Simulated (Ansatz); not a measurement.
Start from `C[O][Ga]([OH])[Cl]` and change one element to get `COB(O)Cl`.

Ansatz, PBE0-D4/def2-TZVP geometries, multiplicity 1. Each molecule was computed in one conformer, which needn't be the lowest.

Scalar relativity is left out up to krypton.

| property | `C[O][Ga]([OH])[Cl]` |
| --- | --- |
| LUMO energy (PBE/def2-TZVPP) / eV | -2.09 |
| LUMO energy (B3LYP/def2-TZVPP) / eV | -1.47 |
| LUMO energy (ωB97M-V/def2-TZVPP) / eV | 0.75 |
| size of the dipole moment (PBE/def2-TZVPP) / D | 1.82 |
| HOMO energy (PBE0/def2-TZVPP) / eV | -8.29 |
| HOMO energy (ωB97M-V/def2-TZVPP) / eV | -10.69 |

Question: Give the same properties after the change, and the shifts. (Estimate.)

Answer: The calculation gave: 
```tsv
property	`COB(O)Cl`	shift
LUMO energy (PBE/def2-TZVPP) / eV	-0.09	2.00
LUMO energy (B3LYP/def2-TZVPP) / eV	0.38	1.85
LUMO energy (ωB97M-V/def2-TZVPP) / eV	2.09	1.34
size of the dipole moment (PBE/def2-TZVPP) / D	2.36	0.54
HOMO energy (PBE0/def2-TZVPP) / eV	-8.96	-0.67
HOMO energy (ωB97M-V/def2-TZVPP) / eV	-11.35	-0.66
```

With PBE0 the HOMO falls by 0.67 eV and the LUMO rises by 1.87 eV, so the gap widens by about 2.54 eV. PBE moves the HOMO by -0.64 eV and ωB97M-V by -0.66 eV. Dipoles are sizes alone; their direction can turn.

B3LYP here is the variant with VWN-RPA as its local correlation; programs differ in this.
